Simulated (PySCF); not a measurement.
```xyz
4
charge 0 multiplicity 1, angstrom
Nb    0.1821    0.0000   -0.1769
O    -0.5867    1.3589    0.4982
O    -0.5867   -1.3589    0.4982
H     1.8377    0.0000    0.5073
```

These are results of PySCF, PBE0, basis Nb def2-TZVP with ECP28, O def2-TZVP, H def2-TZVP (scalar-relativistic core potentials, no spin–orbit coupling, density fitting), not measurements.

This geometry of HNbO₂ is a stationary point at this level.

Problem. What is the point group?

Solution. Cs.

Problem. Is it a minimum?

Solution. Yes: all harmonic wavenumbers are real.

Problem. Which band is strongest in the infrared?

Solution. 991 cm⁻¹ (a''), 290 km/mol.

Problem. What are the dipole moment and the gap between the highest occupied and lowest empty levels?

Solution. 5.82 D and 5.02 eV.

Problem. Give the atomic charges and bond orders.

Solution. 
| atom | Mulliken | Löwdin | polar tensor | Mayer order to Nb1 |
| --- | --- | --- | --- | --- |
| Nb1 | 1.22 | 0.68 | 1.84 | – |
| O2,3 | -0.56 | -0.29 | -0.76 | 2.06 |
| H4 | -0.11 | -0.10 | -0.32 | 0.94 |

This need not be the most stable arrangement of these atoms.
